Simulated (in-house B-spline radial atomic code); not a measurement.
## How G0W0 and RPA depend on the start: the silicon ion Si⁴⁺

Configuration [He] 2s2 2p6. Computed with an all-electron radial atomic-structure program (B-spline basis): all electrons, non-relativistic, point nucleus, each spin shell either full or empty, empty states to l = 9 with an (l + 1/2)⁻⁴ tail; G0W0 by contour deformation at full frequency.

```json
{"start": "Hartree-Fock", "mean-field 2p (eV)": "-168.52", "G0W0 (eV)": "-167.24", "QP weight": "0.979", "RPA correlation (Eh)": "-0.5559"}
{"start": "LDA VWN5", "mean-field 2p (eV)": "-148.56", "G0W0 (eV)": "?", "QP weight": "?", "RPA correlation (Eh)": "?"}
{"start": "PBE", "mean-field 2p (eV)": "-148.52", "G0W0 (eV)": "-166.59", "QP weight": "0.965", "RPA correlation (Eh)": "-0.61135"}
{"start": "PBE0", "mean-field 2p (eV)": "-153.86", "G0W0 (eV)": "-166.80", "QP weight": "0.970", "RPA correlation (Eh)": "-0.59599"}
{"start": "r2SCAN", "mean-field 2p (eV)": "-150.43", "G0W0 (eV)": "?", "QP weight": "?", "RPA correlation (Eh)": "?"}
{"start": "HSE06", "mean-field 2p (eV)": "-153.39", "G0W0 (eV)": "-166.79", "QP weight": "0.969", "RPA correlation (Eh)": "-0.59706"}
{"start": "B3LYP (VWN-RPA)", "mean-field 2p (eV)": "-153.02", "G0W0 (eV)": "-166.74", "QP weight": "0.969", "RPA correlation (Eh)": "-0.5996"}
{"start": "SCAN", "mean-field 2p (eV)": "-150.53", "G0W0 (eV)": "-166.48", "QP weight": "0.968", "RPA correlation (Eh)": "-0.59997"}
{"start": "TPSS", "mean-field 2p (eV)": "-149.00", "G0W0 (eV)": "-166.55", "QP weight": "0.966", "RPA correlation (Eh)": "-0.60722"}
{"start": "BHandHLYP", "mean-field 2p (eV)": "-159.20", "G0W0 (eV)": "-166.96", "QP weight": "0.973", "RPA correlation (Eh)": "-0.58224"}
{"start": "CAM-B3LYP", "mean-field 2p (eV)": "-155.00", "G0W0 (eV)": "-166.88", "QP weight": "0.970", "RPA correlation (Eh)": "-0.59474"}
{"start": "LC-wPBE", "mean-field 2p (eV)": "-154.49", "G0W0 (eV)": "-167.00", "QP weight": "0.971", "RPA correlation (Eh)": "-0.59648"}
{"start": "wB97X", "mean-field 2p (eV)": "-155.48", "G0W0 (eV)": "-166.77", "QP weight": "0.972", "RPA correlation (Eh)": "-0.59161"}
{"start": "PBEsol", "mean-field 2p (eV)": "-148.32", "G0W0 (eV)": "-166.69", "QP weight": "0.965", "RPA correlation (Eh)": "-0.61138"}
{"start": "BLYP", "mean-field 2p (eV)": "-148.58", "G0W0 (eV)": "-166.54", "QP weight": "0.964", "RPA correlation (Eh)": "-0.612"}
{"start": "r2SCAN0", "mean-field 2p (eV)": "-155.22", "G0W0 (eV)": "-166.75", "QP weight": "0.972", "RPA correlation (Eh)": "-0.58884"}
{"start": "LDA exchange-only", "mean-field 2p (eV)": "-146.37", "G0W0 (eV)": "-166.92", "QP weight": "0.963", "RPA correlation (Eh)": "-0.61242"}
```

What G0W0 level, weight and RPA correlation energy follow from the r2SCAN start?

G0W0 level -166.55 eV, weight 0.968, RPA correlation -0.60055 hartree.

What G0W0 level, weight and RPA correlation energy follow from the LDA VWN5 start?

G0W0 level -166.80 eV, weight 0.965, RPA correlation -0.61219 hartree.

How much of the dependence on the start does G0W0 remove?

The mean-field levels span 22.1 eV and the G0W0 levels 0.761 eV. Against 166.767 ± 0.003 eV (NIST, measured) the G0W0 removal energies are off by -0.29 to +0.47 eV, with relativity, Breit and QED terms left out.
